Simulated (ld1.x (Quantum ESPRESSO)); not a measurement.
# selenium: one change to a PAW potential, before and after

Se, PAW, made with ld1.x (Quantum ESPRESSO) 7.5 (PBEsol, scalar-relativistic). Core [Ar], reference 3d10 4s2 4p4. Waves: 4s (bound): rcut 1.35, rcutus 1.80 bohr; 4s channel at 0.4 Ry: rcut 1.35, rcutus 1.80 bohr; 4p (bound): rcut 1.30, rcutus 1.45 bohr; 4p channel at 0.85 Ry: rcut 1.30, rcutus 1.45 bohr; 3d (bound): rcut 0.70, rcutus 0.90 bohr; 3d channel at 1.45 Ry: rcut 0.70, rcutus 0.90 bohr. Local part: all-electron potential smoothed inside 1.70 bohr (lloc = -1). Core correction: Bessel-smoothed model core, default radius (core density twice the valence density). Augmentation charge: PSQ, inside the norm-conserving radii.

All-electron outer shells of the reference configuration (PBEsol, scalar-relativistic, ld1.x):

```csv
shell,level (eV),outermost node (bohr),outermost maximum (bohr)
3s,-213.09,0.24,0.50
3p,-152.76,0.21,0.50
3d,-53.12,–,0.45
4s,-17.29,0.70,1.51
4p,-6.51,0.74,1.80
```

Change: waves 3d (bound): rcut 0.70, rcutus 1.10 bohr; 3d channel at 1.45 Ry: rcut 0.70, rcutus 1.10 bohr.

Cutoffs: the cutoffs (Ry, on a coarse ladder) from which the occupation-weighted sum of valence levels, in a spherical-Bessel basis at the reference potential, stays within 10 and 1 mRy of its value at 400 Ry; they do not see the model core or the augmentation charge, which bear on the density cutoff. Errors are all-electron minus pseudo energies relative to the spin-unpolarised reference configuration.

Task: How do hardness, ghosts and transferability respond?

Result: The potential gets softer (200 Ry and 300 Ry → 140 Ry and 200 Ry); the number of tests with a reliable result goes from 7 to 6 (the test run of the changed file stopped, so its transferability is not established); the errors of the 6 common tests hardly move; neither file shows a bound ghost. A larger radius leaves more room for a smooth pseudo-wave, so fewer plane waves are needed.

| quantity | base | changed |
| --- | --- | --- |
| cutoff, loose | 200 Ry | 140 Ry |
| cutoff, tight | 300 Ry | 200 Ry |
| loose cutoff by channel (10 mRy a level) | s 6 Ry, p 8 Ry, d 120 Ry | s 6 Ry, p 8 Ry, d 80 Ry |
| bound ghosts | none | none |
| tests with a reliable result | 7 of 7 | 6 of 7 (the test run stopped) |
| error for 3d10 4s2 4p3, meV [ΔE 10.85 eV] | -1.8 | -1.8 |
| error for 3d10 4s2 4p2, meV [ΔE 31.22 eV] | -5.4 | -5.4 |
| error for 3d10 4s2 4p1, meV [ΔE 62.12 eV] | -12 | -12 |
| error for 3d10 4s1 4p5, meV [ΔE 10.89 eV] | -1.0 | -1.0 |
| error for 3d10 4s2 4p4.3, meV [ΔE -1.59 eV] | +0.2 | +0.2 |
| error for 3d10 4s1 4p4, meV [ΔE 22.39 eV] | -2.9 | -3.0 |
| s: phases at 1.95 bohr within 0.05 rad from the reference energy up to (Ry; the scan ends near 5) | to the end of the scan | to the end of the scan |
| p: phases at 1.95 bohr within 0.05 rad from the reference energy up to (Ry; the scan ends near 5) | to the end of the scan | to the end of the scan |
| d: phases at 1.95 bohr within 0.05 rad from the reference energy up to (Ry; the scan ends near 5) | to the end of the scan | to the end of the scan |
| lowest overlap eigenvalue by channel | s 0.37, p 0.64, d 0.71 | s 0.37, p 0.64, d 0.13 |
